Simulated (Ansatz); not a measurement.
Cartesian coordinates in Å:
```
B 0.396 1.610 1.736
Al 0.030 0.180 0.235
C -0.717 -1.236 -0.862
N 0.524 -0.526 -1.265
H -0.114 2.691 1.708
H 1.087 1.367 2.682
H -0.603 -2.291 -0.603
H -1.592 -1.074 -1.497
H 0.989 -0.720 -2.135
```

Total charge 0; spin multiplicity 1.

Task: List the B3LYP/def2-TZVPP orbital energies in eV (the Gaussian-basis code of Ansatz). (Estimate.)

Result: Ansatz gave: Occupied: -1523.79, -388.44, -276.61, -184.46, -111.86, -72.57, -72.44, -72.39, -22.83, -16.50, -14.10, -13.17, -11.10, -10.02, -9.70, -8.12, -6.30, -6.08. Lowest empty: -3.04, -0.67, -0.16, 1.17, 1.73, 2.35, 2.55, 2.87.

B3LYP here is the variant with VWN-RPA as its local correlation; programs differ in this.
